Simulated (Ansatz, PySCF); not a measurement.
Torsion H4–S1–Si2–Cl3 in ClHSSi (SMILES S[Si]Cl); at each angle all else is relaxed with GFN2-xTB, and the levels are single points there.
Geometry at 180° (charge 0, multiplicity 1):
```xyz
4

S     -1.22097     0.52279     0.47542
Si     0.77766     0.82106    -0.35328
Cl     1.33129     2.49396     0.67769
H     -1.48289    -0.56088    -0.24395
```

Quantity: the energy at 270° less that at 180°.

On the grid 0° to 330°, 270° is the highest and 180° the lowest point at CCSD(T)/CBS(cc-pV(T+d)Z, cc-pV(Q+d)Z).

Correlated levels freeze the cores. CBS(a, b) extrapolates the correlation energy as X⁻³ and adds the Hartree–Fock energy of set b.

Programs: Ansatz (Gaussian basis) for Hartree–Fock, density functionals and correlated methods; PySCF for the dispersion terms. 

Costs are ratios of core time to PBE/def2-TZVPP (roughly 1.7 s), for whole runs (searches for the state included, and forces where a run took them) on one shared machine, so rough; each difference counts from 47.5 kJ/mol (CCSD(T)/CBS(cc-pV(T+d)Z, cc-pV(Q+d)Z), a level with limits of its own).

| level | basis functions | cost | difference (kJ/mol) |
|---|---|---|---|
| PBE/def2-TZVPP | 140 | ×1 | 2.5 |
| PBE-D3(BJ)/def2-TZVPP | 140 | ×1 | 2.4 |
| BLYP/def2-TZVPP | 140 | ×1 | 1.5 |
| B3LYP/def2-TZVPP | 140 | ×2 | 1.4 |
| B3LYP-D3(BJ)/def2-TZVPP | 140 | ×2 | 1.3 |
| PBE0/def2-TZVPP | 140 | ×2 | 2.2 |
| PBE0-D3(BJ)/def2-TZVPP | 140 | ×2 | 2.1 |
| CCSD(T)/cc-pV(D+d)Z | 74 | ×2 | 3.1 |
| r2SCAN/def2-TZVPP | 140 | ×2 | 5.4 |
| wB97M-V/def2-TZVPP | 140 | ×4 | 0.1 |
| CCSD(T)/cc-pV(T+d)Z | 131 | ×8 | 0.7 |
| CCSD(T)/cc-pV(Q+d)Z | 222 | ×60 | 0.2 |

What the step from CCSD(T)/cc-pV(T+d)Z to CCSD(T)/cc-pV(Q+d)Z costs and buys: 131 to 222 functions, cost ×7 (rough); the difference goes from 0.7 to 0.2 kJ/mol.

Ansatz is a program for electronic structure.
